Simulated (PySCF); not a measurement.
C3H5O, multiplicity 2. Atoms are numbered in the order given.

```xyz
9

C     -1.7422    -0.0511    -0.2779
C     -0.2773    -0.4472    -0.4542
C      0.7013     0.4787     0.2424
O      1.7914     0.2310     0.6600
H     -2.4034    -0.7237    -0.8582
H     -2.0479    -0.1093     0.7858
H     -1.9165     0.9881    -0.6205
H     -0.0702    -1.4901    -0.1210
H      0.0155    -0.3954    -1.5282
```
Charge 0, spin multiplicity 2.

The structure is a stationary point at PBE-D3(BJ)/def2-SVP. The isomer is the one that the SMILES or the coordinates give; other isomers of the formula were not compared. One conformer was computed; it need not be the lowest.

All values below come from TDA-PBE0/def2-SVPD in PySCF 2.14.0.

Vertical excitations. 

Problem. List the lowest excited states. (An estimate is asked for; the answer gives what the named calculation found.)

Solution. 
```
state    energy (eV)  λ (nm)      f                                                                                          main pairs
-------  -----------  ------  -----  --------------------------------------------------------------------------------------------------
root 1          2.32     534  0.002                                                                                    α HOMO→LUMO 98 %
root 2          5.56     223  0.008                                                                                  α HOMO→LUMO+1 89 %
root 3          5.96     208  0.025                                                                 α HOMO−4→LUMO 8 %, β HOMO→LUMO 64 %
root 4          6.16     201  0.021                                                                                  α HOMO→LUMO+2 90 %
root 5          6.44     193  0.055                                                                                  α HOMO→LUMO+3 89 %
root 6          6.48     191  0.003                                          β HOMO−1→LUMO 43 %, β HOMO→LUMO+1 14 %, β HOMO−3→LUMO 13 %
root 7          6.65     186  0.002  α HOMO−1→LUMO 16 %, α HOMO−4→LUMO 13 %, β HOMO→LUMO+1 26 %, β HOMO−3→LUMO+1 16 %, β HOMO→LUMO 13 %
root 8          6.77     183  0.022                                                                                  α HOMO→LUMO+4 94 %
root 9          6.87     180  0.001                   β HOMO−1→LUMO+1 28 %, β HOMO−1→LUMO 25 %, β HOMO→LUMO+1 21 %, β HOMO−4→LUMO+1 5 %
root 10         7.51     165  0.005                                                               α HOMO→LUMO+5 6 %, β HOMO−2→LUMO 80 %
```
Unrestricted roots are not spin-pure.
